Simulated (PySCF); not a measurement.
O$_{2}$, charge -1, doublet, at a GFN2-xTB geometry (a state made from the parent by changing its charge; the spin is typed, not shown lowest) (in this run its highest filled SCF level lies above zero, so its values depend strongly on the basis, on diffuse functions most of all); DF-B3LYP/6-311G** (PySCF).

Input for PySCF:
```python
from pyscf import gto, scf, dft

mol = gto.M(
    atom='''
O    -0.00000000   -0.00000000   -0.67067238
O     0.00000000    0.00000000    0.67067238
''',
    basis='6-311g**',
    charge=-1,
    spin=1,
    verbose=4,
)

mf = dft.UKS(mol)
mf.xc = 'b3lyp'
mf = mf.density_fit(auxbasis='def2-universal-jkfit')
mf.kernel()
```

Task: What does PySCF print? Leave out banner, timings and long lists.

Result: 
```
PySCF version 2.14.0

[INPUT] verbose = 4
[INPUT] num. atoms = 2
[INPUT] num. electrons = 17
[INPUT] charge = -1
[INPUT] spin (= nelec alpha-beta = 2S) = 1
[INPUT] symmetry False subgroup None
[INPUT] Mole.unit = angstrom
[INPUT] Symbol           X                Y                Z      unit          X                Y                Z       unit  Magmom
[INPUT]  1 O      0.000000000000   0.000000000000  -0.670672380000 AA    0.000000000000   0.000000000000  -1.267387117510 Bohr   0.0
[INPUT]  2 O      0.000000000000   0.000000000000   0.670672380000 AA    0.000000000000   0.000000000000   1.267387117510 Bohr   0.0

nuclear repulsion = 25.2487969602088
number of shells = 16
number of NR pGTOs = 62
number of NR cGTOs = 36
basis = 6-311g**
ecp = {}

******** <class 'pyscf.df.df_jk.DFUKS'> ********
method = DFUKS
initial guess = minao
damping factor = 0
level_shift factor = 0
DIIS = <class 'pyscf.scf.diis.CDIIS'>
diis_start_cycle = 1
diis_space = 8
diis_damp = 0
SCF conv_tol = 1e-09
SCF conv_tol_grad = None
SCF max_cycles = 50
direct_scf = False
number electrons alpha = 9  beta = 8
XC library pyscf.dft.libxc version 7.1.2
    S. Lehtola, C. Steigemann, M. J. T. Oliveira, and M. A. L. Marques,  SoftwareX 7, 1–5 (2018)
XC functionals = b3lyp
    P. J. Stephens, F. J. Devlin, C. F. Chabalowski, and M. J. Frisch,  J. Phys. Chem. 98, 11623 (1994)
radial grids:
    Treutler-Ahlrichs [JCP 102, 346 (1995); DOI:10.1063/1.469408] (M4) radial grids

becke partition: Becke, JCP 88, 2547 (1988); DOI:10.1063/1.454033
pruning grids: <function nwchem_prune>
grids dens level: 3
symmetrized grids: False
atomic radii adjust function: <function treutler_atomic_radii_adjust>
small_rho_cutoff = 0
Set gradient conv threshold to 3.16228e-05
tot grids = 28168
******** <class 'pyscf.df.df.DF'> ********
auxbasis = def2-universal-jkfit
init E= -150.305646411617

cycle= 1 E= -150.293732106307  delta_E= 0.0119  |g|= 0.394  |ddm|= 0.945
cycle= 2 E= -150.299827132464  delta_E= -0.0061  |g|= 0.405  |ddm|= 0.55
cycle= 3 E= -150.353872803585  delta_E= -0.054  |g|= 0.0232  |ddm|= 0.261
cycle= 4 E= -150.354021520567  delta_E= -0.000149  |g|= 0.00532  |ddm|= 0.0143
cycle= 5 E= -150.354033446022  delta_E= -1.19e-05  |g|= 0.000779  |ddm|= 0.00432
cycle= 6 E= -150.354033839424  delta_E= -3.93e-07  |g|= 6.47e-05  |ddm|= 0.000922
cycle= 7 E= -150.354033843438  delta_E= -4.01e-09  |g|= 7.83e-06  |ddm|= 0.000111
cycle= 8 E= -150.354033843484  delta_E= -4.6e-11  |g|= 4.56e-07  |ddm|= 1.14e-05
Extra cycle  E= -150.354033843485  delta_E= -8.53e-14  |g|= 3.36e-07  |ddm|= 6.37e-07
converged SCF energy = -150.354033843485  <S^2> = 0.75313737  2S+1 = 2.0031349
```
